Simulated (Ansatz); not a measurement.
Computed with Ansatz on PBE0-D4/def2-TZVP structures; ΔE is electronic, products minus reactants. CBS: MP2 limit from def2 TZ/QZ plus the TZ coupled-cluster correction, frozen cores. This one scheme is used for every species, atoms too. DFT in def2-TZVPP. B3LYP here is the variant with VWN-RPA as its local correlation; programs differ in this. HSE06 is defined as in plane-wave codes. Open shells (•) are unrestricted, without spin–orbit coupling. Spin–orbit coupling would lower the free atoms: a little for C, Cl, Si. One conformer a species, not always the lowest.

Reaction (atomization): `C[SiH2][SiH](Cl)Cl` → C• + 2 Cl• + 6 H• + 2 Si•

(1) What is ΔE at CCSD(T)/CBS? (Estimate.)

(2) What do these levels give: PBE-D4, HSE06-D4, ωB97M-V, PBE-QIDH, PBE, B3LYP, HSE06, BHLYP, CAM-B3LYP, HF/def2-SVP, MP2/def2-TZVPP, HF/def2-QZVPP? (An estimate is asked.)

Largest T1 diagnostic among the species: 0.012.

## Answers

(1) The calculation gave: +3650.3 kJ/mol.

(2) The calculation gave: PBE-D4 3656.7, HSE06-D4 3640.9, ωB97M-V 3657.8, PBE-QIDH 3628.0, PBE 3624.9, B3LYP 3573.8, HSE06 3614.8, BHLYP 3535.6, CAM-B3LYP 3606.6, HF/def2-SVP 2758.3, MP2/def2-TZVPP 3582.4, HF/def2-QZVPP 2787.9 kJ/mol.

From r2SCAN to r2SCAN0 (25 % exact exchange), in def2-TZVPP and without D4, ΔE moves by −31.4 kJ/mol: exact exchange takes away binding that semilocal exchange gives to molecules. In def2-TZVPP, CCSD(T) changes the Hartree–Fock value by +765.3 kJ/mol (the triples alone add +45.2 kJ/mol) and MP2 by +799.6 kJ/mol; breaking electron pairs costs correlation energy, which Hartree–Fock lacks. The D4 term adds +51.6 kJ/mol with B3LYP and +27.5 kJ/mol with PBE0; it sums over pairs of atoms, weighted by their polarisabilities, and B3LYP, whose exchange is more repulsive, gets the larger term.

For atomizations the MP2-based limit and the directly extrapolated one differ by several kJ/mol either way, and by 10 to 25 for some Ge, Se and Sn compounds, so smaller differences from it don't rank the levels.
